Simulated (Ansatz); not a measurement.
Wavefunction ladder for CH2AlFOS, SMILES `F[C]1(S)[O][AlH]1`

Cartesian coordinates in Å:
```
F 1.280 -1.234 -0.166
C 0.443 -0.168 0.006
S 1.240 1.349 -0.551
O 0.049 -0.044 1.359
Al -1.390 -0.360 0.453
H 1.299 0.987 -1.842
H -2.920 -0.531 0.740
```

The species carries charge 0 and has multiplicity 1. The geometry is a stationary point of PBE0-D4/def2-TZVP. It is one conformer, not always the lowest. Frozen core, restricted reference, Ansatz 0.2.0. CBS rows extrapolate triple and quadruple zeta; past MP2 they add the triple-zeta difference.

```tsv
basis	HF (Eh)	MP2 corr.
def2-SVP	-852.35563	-0.69172
def2-TZVPP	-852.84954	-0.89348
def2-QZVPP	-852.87798	-0.96934
```

Problem. Estimate the CCSD correlation energy and the (T) correction in each basis where they were run (hartree).

Solution. 
| basis | CCSD corr. | (T) |
| --- | --- | --- |
| def2-SVP | -0.72269 | -0.02149 |
| def2-TZVPP | -0.91755 | -0.03927 |
| CBS(def2) | -1.04960 | as TZ |
